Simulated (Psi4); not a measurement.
The Psi4 input:
```
memory 2 GB

molecule mol {
1 2
  Ge   -0.000000   -0.000000   -1.554182
  Te    0.000000    0.000000    0.956419
}

set basis 3-21g
set reference uks
set scf_type pk

energy('pbe0')
print_variables()
```

Q: What does this run give for the <S^2>, number of basis functions, nuclear repulsion energy, total energy?

A: 
```
Quantity                           Value
-------------------------  -------------
<S^2>                              0.761
number of basis functions             56
nuclear repulsion energy     350.7331 Eh
total energy               -8651.8407 Eh
```

These values belong to the state on which the SCF converged, which isn't shown to be the lowest.
